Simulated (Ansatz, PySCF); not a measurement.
Species: CaO, charge 0, multiplicity 1. 
Structure (B3LYP-D3(BJ)/def2-TZVP (Ansatz, a first-principles code) minimum search):
```xyz
2

Ca     0.0000     0.0000    -0.5211
O      0.0000     0.0000     1.3028
```

Dipole moments at this geometry, in debye (magnitudes).

```
level               program  dipole (D)
------------------  -------  ----------
TPSS/def2-TZVPD       PySCF        8.23
B97M-V/def2-TZVPD    Ansatz        8.37
B3LYP/def2-TZVPD     Ansatz        8.81
PBE0/def2-TZVPD      Ansatz        9.10
BHLYP/def2-TZVPD     Ansatz        9.95
TPSSh/def2-TZVPD      PySCF        8.66
r2SCANh/def2-TZVPD   Ansatz        8.96
MN15/def2-TZVPD       PySCF         [?]
HSE06/def2-TZVPD     Ansatz        9.04
CCSD(T)/def2-SVPD    Ansatz         [?]
```

Q: Some entries are withheld; supply them.

A: 
- MN15/def2-TZVPD, dipole (D): 9.81
- CCSD(T)/def2-SVPD, dipole (D): 9.58
